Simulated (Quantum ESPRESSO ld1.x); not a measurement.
F VII, configuration [He] 2s1. Calculated with ld1.x of Quantum ESPRESSO 7.5: Dirac Kohn-Sham, revPBE, spin-unpolarised, spherical densities, point nucleus.

Radial electron density D(r) = 4 pi r^2 rho(r):

```
   r/bohr * D(r) (the largest magnitude, 9.57, reaches the edge; | marks zero)
  0.01629 |      *
  0.01808 |       *
   0.0199 |        *
   0.0219 |          *
  0.02411 |           *
  0.02675 |             *
  0.02945 |                *
  0.03241 |                  *
  0.03568 |                     *
  0.03927 |                        *
  0.04358 |                           *
  0.04797 |                               *
   0.0528 |                                  *
  0.05812 |                                      *
  0.06449 |                                          *
  0.07099 |                                             *
  0.07814 |                                                *
  0.08602 |                                                   *
  0.09468 |                                                     *
   0.1051 |                                                      *
   0.1156 |                                                      *
   0.1273 |                                                     *
   0.1401 |                                                   *
   0.1555 |                                                *
   0.1711 |                                            *
   0.1884 |                                       *
   0.2074 |                                  *
   0.2283 |                             *
   0.2533 |                       *
   0.2788 |                  *
   0.3069 |              *
   0.3378 |           *
   0.3749 |        *
   0.4126 |       *
   0.4542 |       *
      0.5 |       *
   0.5503 |       *
   0.6107 |        *
   0.6722 |       *
   0.7399 |       *
   0.8145 |      *
   0.9037 |     *
   0.9948 |    *
    1.095 |  *
    1.205 | *
    1.327 |*
    1.472 |*
    1.621 *
    1.784 *
    1.964 *
    2.179 *
    2.398 *
     2.64 *
```

D(r) has 2 maxima, at r = 0.112, 0.641 bohr, and minima at 0.462 bohr, inside which lie 2.09 electrons.
